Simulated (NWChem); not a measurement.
System: CH3Be cation; SMILES [Be+][CH3]

Here is an NWChem input.

```
start job
memory heap 200 mb stack 900 mb global 1100 mb
charge 1
geometry units angstroms noautosym nocenter noautoz
  Be     0.000000     0.000000    -1.192022
  C      0.000000     0.000000     0.459029
  H      0.734188     0.734188     0.837881
  H      0.268731    -1.002919     0.837881
  H     -1.002919     0.268731     0.837881
end
basis spherical
  * library 6-31+g*
end
dft
  xc bhlyp
  iterations 150
end
tddft
  cis
  nroots 6
  notriplet
end
task tddft energy
```

Excerpt of the output:

```
             Northwest Computational Chemistry Package (NWChem) 7.3.0
             --------------------------------------------------------

                             Geometry "geometry" -> ""
                             -------------------------

 Output coordinates in angstroms (scale by  1.889725989 to convert to a.u.)

  No.       Tag          Charge          X              Y              Z
 ---- ---------------- ---------- -------------- -------------- --------------
    1 Be                   4.0000     0.00000000     0.00000000    -1.19202200
    2 C                    6.0000     0.00000000     0.00000000     0.45902900
    3 H                    1.0000     0.73418800     0.73418800     0.83788100
    4 H                    1.0000     0.26873100    -1.00291900     0.83788100
    5 H                    1.0000    -1.00291900     0.26873100     0.83788100

 Effective nuclear repulsion energy (a.u.)      19.9781566878

                                 NWChem DFT Module
                                 -----------------

 Summary of "ao basis" -> "ao basis" (spherical)
 ------------------------------------------------------------------------------
       Tag                 Description            Shells   Functions and Types
 ---------------- ------------------------------  ------  ---------------------
 Be                         6-31+g*                  8       18   4s3p1d
 C                          6-31+g*                  8       18   4s3p1d
 H                          6-31+g*                  2        2   2s

            General Information
            -------------------
          SCF calculation type: DFT
          Wavefunction type:  closed shell.
          No. of atoms     :     5
          No. of electrons :    12
           Alpha electrons :     6
            Beta electrons :     6
          Charge           :     1
          Spin multiplicity:     1
          Use of symmetry is: off; symmetry adaption is: off
          Maximum number of iterations: 150
          AO basis - number of functions:    42
                     number of shells:    22
          Convergence on energy requested:  1.00D-06
          Convergence on density requested:  1.00D-05
          Convergence on gradient requested:  5.00D-04

              XC Information
              --------------
                        BHLYP Method XC Functional
                     Hartree-Fock (Exact) Exchange  0.500
                        Slater Exchange Functional  0.500 local
                    Becke 1988 Exchange Functional  0.500 non-local
              Lee-Yang-Parr Correlation Functional  1.000

             Grid Information
             ----------------
          Grid used for XC integration:  medium
          Radial quadrature: Mura-Knowles
          Angular quadrature: Lebedev.
          Tag              B.-S. Rad. Rad. Pts. Rad. Cut. Ang. Pts.
          ---              ---------- --------- --------- ---------
          Be                  1.05       49          11.0       434
          C                   0.70       49          12.0       434
          H                   0.35       45          10.0       434
          Grid pruning is: on
          Number of quadrature shells:   233
          Spatial weights used:  Erf1

      Superposition of Atomic Density Guess
      -------------------------------------

 Sum of atomic energies:         -53.72778554

 Renormalizing density from      13.00 to     12

      Non-variational initial energy
      ------------------------------

 Total energy =     -51.281481
 1-e energy   =    -101.478128
 2-e energy   =      30.218491
 HOMO         =      -0.853201
 LUMO         =      -0.417313

   convergence    iter        energy       DeltaE   RMS-Dens  Diis-err
 ---------------- ----- ----------------- --------- --------- ---------
 d= 0,ls=0.0,diis     1    -54.1059625261 -7.41D+01  2.65D-02  1.31D+00
 d= 0,ls=0.0,diis     2    -54.0905697452  1.54D-02  1.54D-02  1.08D+00
 d= 0,ls=0.0,diis     3    -54.2652260920 -1.75D-01  2.05D-03  1.24D-02
 d= 0,ls=0.0,diis     4    -54.2670805083 -1.85D-03  3.52D-04  6.88D-05
 d= 0,ls=0.0,diis     5    -54.2671071219 -2.66D-05  5.81D-05  2.52D-06
  Resetting Diis
 d= 0,ls=0.0,diis     6    -54.2671084568 -1.33D-06  2.31D-05  3.62D-07
 d= 0,ls=0.0,diis     7    -54.2671086284 -1.72D-07  2.74D-06  1.45D-08

[...]

                                NWChem TDDFT Module
                                -------------------

            General Information
            -------------------
           No. of orbitals :      84
            Alpha orbitals :      42
             Beta orbitals :      42
        Alpha frozen cores :       0
         Beta frozen cores :       0
     Alpha frozen virtuals :       0
      Beta frozen virtuals :       0
         Spin multiplicity :       1
    Number of AO functions :      42
        Use of symmetry is : off
      Symmetry adaption is : off
         Schwarz screening :  0.10D-07

              XC Information
              --------------
                 BHLYP Method XC Functional
              Hartree-Fock (Exact) Exchange   0.50
                 Slater Exchange Functional   0.50 local
             Becke 1988 Exchange Functional   0.50 non-local
       Lee-Yang-Parr Correlation Functional   1.00

             TDDFT Information
             -----------------
          Calculation type : Tamm-Dancoff TDDFT
         Wavefunction type : Restricted singlets
          No. of electrons :      12
           Alpha electrons :       6
            Beta electrons :       6
              No. of roots :       6
          Max subspacesize :    5200
            Max iterations :     100
               Target root :       1
           Target symmetry : none
      Symmetry restriction : off
                 Algorithm : Optimal
        Davidson threshold :  0.10D-03

    6 smallest eigenvalue differences (eV)
--------------------------------------------------------
  No. Spin  Occ  Vir  Irrep   E(Occ)    E(Vir)   E(Diff)
--------------------------------------------------------
    1    1    6    7 a        -0.610    -0.342     7.281
    2    1    5    7 a        -0.671    -0.342     8.944
    3    1    4    7 a        -0.671    -0.342     8.944
    4    1    6    8 a        -0.610    -0.230    10.339
    5    1    6    9 a        -0.610    -0.230    10.339
    6    1    5    8 a        -0.671    -0.230    12.002
--------------------------------------------------------

  Entering Davidson iterations
  Restricted singlet excited states

  Iter   NTrls   NConv    DeltaV     DeltaE      Time
  ----  ------  ------  ---------  ---------  ---------
    1      6       0     0.11E+00   0.10+100        1.4
    2     12       0     0.44E-01   0.18E-01        1.4
    3     18       0     0.34E-01   0.68E-02        1.4
    4     24       1     0.48E-02   0.19E-02        1.4
    5     29       4     0.66E-03   0.17E-04        1.3
    6     31       5     0.20E-03   0.36E-06        0.9
    7     32       6     0.75E-04   0.39E-07        0.8
  ----  ------  ------  ---------  ---------  ---------
  Convergence criterion met

  Ground state a         -54.267108628446 a.u.

  ----------------------------------------------------------------------------
  Root   1 singlet a              0.172946314 a.u.                4.7061 eV
  ----------------------------------------------------------------------------
     Transition Moments    X  0.00000   Y  0.00000   Z -1.29660
     Dipole Oscillator Strength                    0.1938344176
     Electric Quadrupole                           0.0000000716
     Magnetic Dipole                               0.0000000000
     Total Oscillator Strength                     0.1938344892

     Occ.    4  a   ---  Virt.    9  a        0.08775
     Occ.    5  a   ---  Virt.    8  a        0.08775
     Occ.    6  a   ---  Virt.    7  a       -0.98454
  ----------------------------------------------------------------------------
  Root   2 singlet a              0.218252872 a.u.                5.9390 eV
  ----------------------------------------------------------------------------
     Transition Moments    X  0.18331   Y -0.18333   Z  0.00000
     Dipole Oscillator Strength                    0.0097795226
     Electric Quadrupole                           0.0000000023
     Magnetic Dipole                               0.0000000493
     Total Oscillator Strength                     0.0097795742

     Occ.    5  a   ---  Virt.    7  a        0.99628
     Occ.    5  a   ---  Virt.   18  a       -0.05636
  ----------------------------------------------------------------------------
  Root   3 singlet a              0.218252959 a.u.                5.9390 eV
  ----------------------------------------------------------------------------
     Transition Moments    X -0.18333   Y -0.18331   Z -0.00000
     Dipole Oscillator Strength                    0.0097794946
     Electric Quadrupole                           0.0000000023
     Magnetic Dipole                               0.0000000493
     Total Oscillator Strength                     0.0097795461

     Occ.    4  a   ---  Virt.    7  a       -0.99629
     Occ.    4  a   ---  Virt.   18  a        0.05636
  ----------------------------------------------------------------------------
  Root   4 singlet a              0.266868412 a.u.                7.2619 eV
  ----------------------------------------------------------------------------
     Transition Moments    X -0.70937   Y  0.70973   Z  0.00000
     Dipole Oscillator Strength                    0.1791426128
     Electric Quadrupole                           0.0000004278
     Magnetic Dipole                               0.0000000098
     Total Oscillator Strength                     0.1791430504

[...]
```

Level: BHandHLYP/6-31+G* (spherical d), TDA. Structure relaxed at the PBE0/def2-SVP level.
